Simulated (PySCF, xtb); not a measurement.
F2H2OSi, SMILES O[SiH](F)F.

GFN2-xTB run with xtb at its own geometry gives an orbital gap of 8.67 eV and a dipole moment of 1.71 D.

The structure is a stationary point at PBE0-D3(BJ)/def2-SVP. Other conformers were not sampled.

**Question.** What does r2SCAN/def2-TZVPD in PySCF give? (The exact figures need the calculation; the answer reports its results.)

**Answer.** gap 8.75 eV (levels -8.98 and -0.23 eV), dipole 1.12 D.
